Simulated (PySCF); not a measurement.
# Two-component Hartree-Fock for Xe²⁷⁺ (xenon, charge +27)

Start: [Ar] 3d9; 3d3/2 filled at m_j = -3/2, -1/2, +1/2, +3/2; 3d5/2 filled at m_j = -3/2, -1/2, +1/2, +3/2, +5/2. Calculated with PySCF 2.14 in an uncontracted even-tempered set (17 s from 4 bohr⁻², ratio 2.8; 12 p from 5.2 bohr⁻², ratio 2.8; 8 d from 5.2 bohr⁻², ratio 2.8; 3 f from 22 bohr⁻², ratio 3): generalised Hartree-Fock with the X2C-1e Hamiltonian and a Gaussian nucleus; one run each with spin-orbit coupling (SO) switched off, then screened by Boettger's factors.

```csv
spinor shell,electrons,"ε, spin-free (eV)","ε, screened SO (eV)",weight of nominal j (screened SO),"rms radius, screened SO (bohr)"
1s1/2,2,-35701.0,-35697.2,1.000,0.0305
2s1/2,2,-6451.7,-6450.4,1.000,0.124
2p1/2,2,-5883.6,-6112.2,1.000,0.107
2p3/2,4,-5883.6,-5780.6,1.000,0.112
3s1/2,2,-2039.4,-2039.0,1.000,0.319
3p1/2,2,-1850.8,-1900.0,0.998,0.310
3d3/2,4,-1585.3,-1594.4,0.980,0.289
3d5/2,5,-1585.3,-1578.7,0.984,0.292
```

Task: Where does 3p3/2 lie, and what is the 3p spin-orbit splitting (screened SO)?

Result: At -1828.5 eV, 71.573 eV above 3p1/2.

```json
{"quantity": "E (hartree)", "spin-free": "-7058.18285", "screened SO": "-7060.75155"}
{"quantity": "M_J", "spin-free": "5/2", "screened SO": "5/2"}
{"quantity": "⟨J²⟩", "spin-free": "8.750", "screened SO": "8.750"}
{"quantity": "⟨L²⟩", "spin-free": "6.000", "screened SO": "6.016"}
{"quantity": "⟨S²⟩", "spin-free": "0.750", "screened SO": "0.765"}
```

Each row is a mean over spinors that exchange with the open shell spreads, by up to 18.748 eV (3p3/2).

Breit and QED terms are absent; they matter most for the inner s and p1/2 levels.

Densities and radii are taken from the X2C orbitals without a picture-change correction, which distorts them close to the nucleus.

Without spin-orbit coupling the j labels of p, d and f shells carry no meaning; the spin-free column gives the mean over the occupied spinors of each nl shell.
